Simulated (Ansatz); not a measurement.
Bonds to the group Y in Y-Sn(OH)3. All species are isolated molecules in the gas phase. Each species was relaxed from one start; no search for lower structures was made at this level. In the def2 sets, heavy atoms carry core potentials. Strings in code marks are SMILES.

All values below come from CAM-B3LYP-D3(BJ)/def2-TZVP // PBE0-D3(BJ)/def2-SVP in Ansatz (an electronic-structure program). 

```tsv
species	HOMO (eV)	LUMO (eV)
group removed as a radical (`[OH][Sn]([OH])[OH]`)	–	–
Y = ethyl	-9.49	0.03
Y = n-butyl (`[Sn]([OH])([OH])([OH])[CH2]CCC`)	(withheld)	0.06
Y = tert-butyl (`[Sn]([OH])([OH])([C](C)(C)C)[OH]`)	-8.94	-0.02
Y = allyl (`C=C[CH2][Sn]([OH])([OH])[OH]`)	-8.59	-0.19
Y = benzyl (`[OH][Sn]([OH])([OH])[CH2]c1ccccc1`)	(withheld)	-0.30
Y = 2,2,2-trifluoroethyl (`[OH][Sn]([OH])([OH])[CH2]C(F)(F)F`)	-10.33	(withheld)
Y = cyclopentyl	-9.28	0.07
```

**Question.** Complete the blanks.

**Answer.** 
- Y = n-butyl (`[Sn]([OH])([OH])([OH])[CH2]CCC`), HOMO (eV): -9.42
- Y = benzyl (`[OH][Sn]([OH])([OH])[CH2]c1ccccc1`), HOMO (eV): -8.25
- Y = 2,2,2-trifluoroethyl (`[OH][Sn]([OH])([OH])[CH2]C(F)(F)F`), LUMO (eV): -0.38
